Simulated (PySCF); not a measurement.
**Electronic structure of C⁺ (carbon, charge +1) at the UHF level**

Configuration: [He] 2s2 2p1, 2P determinant. Calculation: PySCF 2.14, in cc-pVTZ-DK; scalar relativity by spin-free X2C-1e.

| Item | Value |
| --- | --- |
| Total energy | -37.309855 hartree |
| One-electron energy | -47.5900 hartree |
| Hartree (Coulomb) energy | 15.0292 hartree |
| Exchange energy | -4.7490 hartree |
| ⟨S²⟩ | 0.7566 |
| ⟨L²⟩ | 2.017 |
| Sum of ⟨r⟩ | 4.963 bohr |
| Sum of ⟨r²⟩ | 8.103 bohr² |
| Traceless quadrupole moment −½Σ⟨3z² − r²⟩ along its main axis | -1.09 e·bohr² |
| Langevin diamagnetic susceptibility | -6.42 ×10⁻⁶ cm³/mol |
| Time after the integrals | 0.05 s of wall time on 1 thread of Intel(R) Xeon(R) 6975P-C (shared host) |

| shell | electrons | mean orbital energy (eV) | rms radius, mean of both spins (bohr) |
| --- | --- | --- | --- |
| 1s α | 1 | -324.27 | 0.311 |
| 1s β | 1 | -323.45 | 0.311 |
| 2s α | 1 | -33.328 | 1.62 |
| 2s β | 1 | -29.611 | 1.62 |
| 2p α | 1 | -24.856 | 1.64 |
